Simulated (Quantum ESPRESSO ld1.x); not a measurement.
Au XII, 68 electrons, occupied as [Xe] 4f14. Calculated with ld1.x of Quantum ESPRESSO 7.5: non-relativistic Kohn-Sham, PBE, spin-unpolarised, spherical densities, point nucleus; relativity is left out, which matters for an element this heavy.

Unscreened Slater integrals over Kohn-Sham orbitals (hartree). Empty in this configuration: 5d, 6s.

| integral | value |
|---|---|
| F0(6s,6s) | 0.49797 |
| F0(6s,5d) | 0.57768 |
| G2(6s,5d) | 0.086413 |
| F0(6s,5p) | 0.59300 |
| G1(6s,5p) | 0.056898 |
| F0(6s,5s) | 0.59899 |
| G0(6s,5s) | 0.039176 |
| F0(6s,4f) | 0.65585 |
| G3(6s,4f) | 0.028773 |
| F0(5d,5d) | 0.78019 |
| F2(5d,5d) | 0.42135 |
| F4(5d,5d) | 0.28878 |
| F0(5d,5p) | 0.82546 |
| F2(5d,5p) | 0.44139 |
| G1(5d,5p) | 0.55440 |
| G3(5d,5p) | 0.35198 |
| F0(5d,5s) | 0.84289 |
| G2(5d,5s) | 0.42255 |
| F0(5d,4f) | 0.97851 |
| F2(5d,4f) | 0.26916 |
| F4(5d,4f) | 0.13265 |
| G1(5d,4f) | 0.085740 |
| G3(5d,4f) | 0.086271 |
| G5(5d,4f) | 0.070755 |
| F0(5p,5p) | 0.88257 |
| F2(5p,5p) | 0.48236 |
| F0(5p,5s) | 0.90518 |
| G1(5p,5s) | 0.63198 |
| F0(5p,4f) | 1.0838 |
| F2(5p,4f) | 0.33541 |
| G2(5p,4f) | 0.11383 |
| G4(5p,4f) | 0.10117 |
| F0(5s,5s) | 0.93023 |
| F0(5s,4f) | 1.1313 |
| G3(5s,4f) | 0.12186 |
| F0(4f,4f) | 1.9020 |
| F2(4f,4f) | 0.95536 |
| F4(4f,4f) | 0.61073 |
| F6(4f,4f) | 0.44276 |
